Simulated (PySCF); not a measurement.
**LiBr: from constants to spectrum**

PBE0 constants of LiBr, ¹Σ⁺ (singlet), closed shell (basis Li cc-pVTZ, Br cc-pVTZ-PP with ECP10; scalar-relativistic core potentials; PySCF 2.14; masses 7.0160 and 78.9183 u):

- ωe: 562.6 cm⁻¹
- ωexe: 3.5 cm⁻¹
- Be: 0.55401 cm⁻¹
- αe: 0.00563 cm⁻¹
- De to Li + Br: 4.23 eV

(1) What force constant and bond length do these constants imply?

(2) Estimate the centrifugal constant D from the Kratzer relation and find the Dunham coefficient a1.

Measured values (Huber and Herzberg, Constants of Diatomic Molecules (1979)): ωe = 563.16 cm⁻¹, ωexe = 3.53 cm⁻¹, Be = 0.555399 cm⁻¹, αe = 0.0056442 cm⁻¹.

## Answers

(1) Reduced mass μred = 6.4432 u; k = 5.8918×10⁻⁷·μred·ωe² (u, cm⁻¹, mdyn/Å) = 1.20 mdyn/Å; Re = √(16.8576/(μred·Be)) (u, cm⁻¹, Å) = 2.173 Å.

(2) D = 4Be³/ωe² = 2.15e-06 cm⁻¹; a1 = −1 − αeωe/(6Be²) = -2.72.
